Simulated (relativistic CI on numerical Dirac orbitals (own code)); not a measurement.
These numbers are calculated, not measured: Dirac-Coulomb-Breit CI, KLI orbitals optimised for each configuration, model QED (radiative potential, 1s self-energy scaled to tabulated hydrogen-like ionisation energies), valence Slater integrals scaled by 0.9, P86 correlation estimate, and configurations built on the next ion tied to the tabulated ionisation energy (semi-empirical) (own radial code, finite nucleus).

Configurations in the expansion (outside the closed core [Ne]): 3s²3p³, 3s²3p²3d, 3s²3p²4s, 3s²3p²4p, 3s²3p²4d, 3s²3p²5s, 3s²3p²4f, 3s3p⁴, 3p⁵, 3s²3p3d², 3s3p³3d, 3p³3d², 3p⁴3d, 3s3p²3d², 3s²3p3d4s, 3s²3p3d4p, 3p⁴4s, 3p⁴4p, 3s3p²3d4s, 3s3p³4s, 3s3p²3d4p, 3s3p³4p, 3p³3d4s, 3s3p³4d. Levels of other configurations are missing.

Configurations that consist of the next ion and one excited electron were tied to the tabulated ionisation energy; Rydberg ones are usually within 1,000 to 3,000 cm⁻¹ and the lowest ones within about 6,000 (9,000 in d shells), while levels on excited terms of the next ion carry the error of that term, and the other configurations can be misplaced by 10,000 cm⁻¹ or more. Rates follow the energies as ν³ (E1, M1) or ν⁵ (E2), so rates, branching and lifetimes can be off by large factors.

Outline of the computed level scheme of Mn XI. Lowest level of each configuration: 3s²3p³ ⁴S°3/2 at 0.0000 eV; 3s3p⁴ ⁴P5/2 at 32.1541 eV; 3s²3p²3d ⁴F3/2 at 50.5393 eV; 3s3p³3d ⁶D°1/2 at 73.4962 eV.

Some strong electric-dipole decays among the lowest 45 levels: 3s²3p²3d ²F7/2 → 3s²3p³ ²D°5/2 (1.1e+11 s⁻¹); 3s²3p²3d ²F5/2 → 3s²3p³ ²D°3/2 (1.0e+11 s⁻¹); 3s²3p²3d ²D5/2 → 3s²3p³ ²P°3/2 (9.2e+10 s⁻¹); 3s²3p²3d ⁴P1/2 → 3s²3p³ ⁴S°3/2 (9.0e+10 s⁻¹); 3s²3p²3d ⁴P3/2 → 3s²3p³ ⁴S°3/2 (8.7e+10 s⁻¹); 3s²3p²3d ⁴P5/2 → 3s²3p³ ⁴S°3/2 (8.5e+10 s⁻¹); 3s²3p²3d ²D3/2 → 3s²3p³ ²P°1/2 (7.4e+10 s⁻¹); 3s²3p²3d ²D3/2 → 3s²3p³ ²D°3/2 (5.9e+10 s⁻¹).

LS names give the leading component of a level, which can be under half, so a name can repeat, a term be missing and a line seem to break the LS rules.
